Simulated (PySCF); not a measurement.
All values below come from PySCF with TPSSh-D3(BJ)/def2-TZVP // PBE-D3(BJ)/def2-SVP. Isolated molecules, 0 K electronic values unless said otherwise. One relaxed conformer stands for a flexible species; it need not be the lowest. 

Reference species: [Ni(H2O)2(NH3)4]2+ (near-degenerate singlet) (charge +2, multiplicity 1).

```yaml
coordination_number: 4
charge on the central atom (meta-Löwdin): 0.76 e
```

Changed species: [Ni(H2O)(NH3)5]2+ (singlet; the order of the spin states depends on the level) (5 of 6 H2O replaced by NH3, multiplicity 1; the reference has 4 of 6 H2O replaced by NH3, multiplicity 1).

Question: Predict the effect on the coordination number and charge on the central atom (meta-Löwdin).

Answer: the coordination number stays essentially unchanged; the charge on the central atom (meta-Löwdin) is nearly the same.
